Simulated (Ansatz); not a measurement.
Gas-phase electronic energies from Ansatz, PBE0-D4/def2-TZVP geometries. CCSD(T)/CBS is the MP2 limit (def2-TZVPP, def2-QZVPP) plus CCSD(T) − MP2 in def2-TZVPP, frozen cores. This one scheme is used for every species. DFT in def2-TZVPP. HSE06 is defined as in plane-wave codes. Each species was taken in one conformer, which may not be the lowest.

Consider the ligand exchange at the Si–N bond: `N[Si]N` + `[SiH3]N[SiH3]` → `N[Si]N([SiH3])[SiH3]` + NH₃.

CCSD(T)/CBS gives -1.5 kcal/mol.

Q: Another level gave -0.6 kcal/mol. Which?
A. BHLYP/def2-TZVPP
B. HSE06/def2-TZVPP
C. LC-ωPBE/def2-TZVPP
D. r2SCAN0-D4/def2-TZVPP

A: D. r2SCAN0-D4 -0.6, HSE06 0.6, LC-ωPBE 1.6, BHLYP 2.8 kcal/mol.

Largest T1 diagnostic among the species: 0.013.

In def2-TZVPP, CCSD(T) changes the Hartree–Fock value by −6.2 kcal/mol (the triples alone add −1.2 kcal/mol) and MP2 by −6.5 kcal/mol. The D4 term adds −3.9 kcal/mol with B3LYP and −2.1 kcal/mol with PBE0; it sums over pairs of atoms, weighted by their polarisabilities, and B3LYP, whose exchange is more repulsive, gets the larger term. Leaving LDA and LC-ωPBE aside and taking each functional with its dispersion term where it has one, the values, not all of them listed here, spread over 3.7 kcal/mol, from revPBE-D4 to B2PLYP. LDA lies −1.5 kcal/mol from PBE without D4.

B3LYP here is the variant with VWN-RPA as its local correlation; programs differ in this.
